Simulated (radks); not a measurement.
Results of a calculation; reference values are marked as such.
Valence configurations of neutral zirconium (all share [Kr]). Level of theory: Dirac Kohn-Sham, PBEsol, spin-unpolarised, spherical densities, finite nucleus; open shells are shared between the two j in proportion to 2j + 1; Fermi nuclear charge, rms radius 4.2694 fm (a radial shooting solver on a logarithmic mesh with Libxc functionals). Energies are relative to 4d2 5s2; eigenvalues in eV.

valence	E (eV)	e(4d3/2)	e(4d5/2)	e(5p1/2)	e(5p3/2)	e(5s1/2)
4d2 5s2	0.000	-3.690	-3.561	-	-	-4.464
4d3 5s1	1.209	-2.415	-2.303	-	-	-3.870
4d1.5 5s2 5p0.5	1.286	-5.031	-4.889	-2.021	-1.903	-5.186
4d2 5s1.5 5p0.5	1.520	-4.231	-4.099	-1.839	-1.732	-4.840
4d1 5s2 5p1	3.019	-6.434	-6.280	-2.491	-2.353	-5.888
4d2 5s1 5p1	3.071	-4.743	-4.609	-2.124	-2.012	-5.182
4d1 5s1.5 5p1.5	4.778	-6.931	-6.774	-2.743	-2.600	-6.198
4d1 5s1 5p2	6.568	-7.408	-7.248	-2.977	-2.830	-6.488
5s2 5p2	7.978	-	-	-3.370	-3.194	-7.238
4d1 5p3	10.234	-8.313	-8.148	-3.402	-3.245	-

NIST lists [Kr] 4d2 5s2 as the ground configuration; this level of theory agrees among the configurations tried. The energies are those of spherical spin-averaged densities, not of single terms.
